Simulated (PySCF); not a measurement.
PySCF 2.14 output of a UHF calculation on a single atom or ion in aug-cc-pwCVQZ, with no relativity, point nucleus:

```
SCF conv_tol = 1e-09
number electrons alpha = 5  beta = 3
cycle= 1 E= -98.838622304043  delta_E= -0.00503  |g|= 0.032  |ddm|= 0.0318
cycle= 2 E= -98.8388693389726  delta_E= -0.000247  |g|= 0.00744  |ddm|= 0.00845
cycle= 3 E= -98.8388854447148  delta_E= -1.61e-05  |g|= 0.000357  |ddm|= 0.0031
cycle= 4 E= -98.838885524573  delta_E= -7.99e-08  |g|= 0.00011  |ddm|= 0.000522
cycle= 5 E= -98.8388855327325  delta_E= -8.16e-09  |g|= 2.91e-05  |ddm|= 0.000236
cycle= 6 E= -98.8388855331952  delta_E= -4.63e-10  |g|= 2.85e-06  |ddm|= 6.93e-05
converged SCF energy = -98.8388855331952  <S^2> = 2.0053248  2S+1 = 3.0035478
```

The run itself started from symmetry-adapted Hartree-Fock orbitals and held the occupation by maximum overlap, so the iterations belong to that start.

Which element, charge and spin multiplicity is this?

F⁺ (fluorine, charge +1), multiplicity 3; the state was [He] 2s2 2p4, high-spin 3P determinant.
